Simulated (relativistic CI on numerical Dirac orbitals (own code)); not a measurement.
Electric-dipole lines of B+

Calculated at this level of theory: Dirac-Coulomb-Breit CI, KLI orbitals optimised for each configuration, a model potential for QED, valence Slater integrals scaled by 0.85, P86 correlation energy added to each configuration (own radial code, finite nucleus).

CI space (outside the closed core 1s2): 2s², 2s2p, 2p², 2s3s, 2s3p, 2s3d, 2p3s, 2p3p, 2s4s, 2s4p, 2s4d, 2s4f, 2s5s, 2s5p, 2s5d, 2s5f, 2s5g, 3s², 3s3p, 3p². Levels of other configurations are missing.

```tsv
λ vac (Å)	Lower	Upper	A (s⁻¹)	gf	Branching (%)
675.40	2s2p ³P°2 [4]	2s5d ³D3 [46]	5.62e+08	2.69e-01	88.5
690.67	2s² ¹S0 [1]	2s3p ¹P°1 [16]	6.29e+08	1.35e-01	82.9
728.98	2s2p ³P°0 [2]	2s4d ³D1 [28]	6.22e+08	1.49e-01	51.2
729.01	2s2p ³P°1 [3]	2s4d ³D2 [27]	8.39e+08	3.34e-01	69.1
729.08	2s2p ³P°2 [4]	2s4d ³D3 [29]	1.12e+09	6.24e-01	92.1
812.25	2s2p ¹P°1 [5]	2p3p ¹D2 [65]	9.83e+08	4.86e-01	n/a
884.44	2s2p ³P°0 [2]	2s3d ³D1 [18]	1.36e+09	4.79e-01	55.4
884.48	2s2p ³P°1 [3]	2s3d ³D1 [18]	1.02e+09	3.59e-01	41.6
884.48	2s2p ³P°1 [3]	2s3d ³D2 [17]	1.84e+09	1.08e+00	74.9
884.58	2s2p ³P°2 [4]	2s3d ³D3 [19]	2.45e+09	2.01e+00	99.8
884.59	2s2p ³P°2 [4]	2s3d ³D2 [17]	6.12e+08	3.59e-01	24.9
898.97	2s2p ¹P°1 [5]	2s5d ¹D2 [47]	1.31e+09	7.91e-01	94.5
1086.8	2s2p ³P°1 [3]	2s3s ³S1 [10]	3.86e+08	2.05e-01	33.3
1087.0	2s2p ³P°2 [4]	2s3s ³S1 [10]	6.43e+08	3.42e-01	55.6
1260.4	2s2p ¹P°1 [5]	2s3d ¹D2 [20]	1.73e+09	2.06e+00	98.8
1320.2	2s² ¹S0 [1]	2s2p ¹P°1 [5]	1.32e+09	1.04e+00	100.0
6832.5	2s3s ³S1 [10]	2s3p ³P°2 [15]	4.67e+07	1.63e+00	98.7
6834.1	2s3s ³S1 [10]	2s3p ³P°1 [14]	4.67e+07	9.80e-01	98.7
6834.7	2s3s ³S1 [10]	2s3p ³P°0 [13]	4.67e+07	3.27e-01	98.7
9707.3	2s3p ¹P°1 [16]	2s3d ¹D2 [20]	2.07e+07	1.46e+00	1.2
```

Terms are leading LS components. Brackets give the number of a level in order of energy, since labels repeat. The list gives strong lines, with weight on those to low levels, without lines whose two gauges differ by over a factor of 2.5, among the lowest 65 of 76 levels, so that lines to higher ones, which can be the strongest, are missing, and without lines across small gaps between configurations, and without 130 lines that miss the measured interval by over 3.5 %, start from a term whose rates miss tabulated ones by over 60 %, have gauges far apart or, lacking measured levels, span too small a gap for the errors found; lines with a level outside our table were not tested and can miss by more. Levels whose partners in the same complex of configurations lie outside the list can be far off, and so can their lines. Rates are taken at the computed energies, electric ones in the length gauge.

For a near-neutral ion this model can misplace configurations by up to about 10,000 cm⁻¹ (more where the count of f electrons changes) and terms by 10 to 25 % of their spread. Rates follow the energies as ν³ (E1, M1) or ν⁵ (E2), so they and the lifetimes can be off by large factors. The fine structure of a lone outer electron comes out too small, for d and f at times inverted, and misplaced configurations move strength between like terms. 18 of the 18 excited levels that our extract of the measured tables holds in this range could be paired (the sources list more); they are missed by 803 cm⁻¹ on average and 3841 at most, and levels without a partner can miss by more.

Question: From the table, what is the radiative lifetime of 2s3d ³D1?

Answer: The listed rates from this level add up to about 2.38e+09 s⁻¹, 97 % of its decay; with all channels τ = 4.07e-10 s.

LS names give the leading component of a level, which can be under half, so a name can repeat, a term be missing and a line seem to break the LS rules.
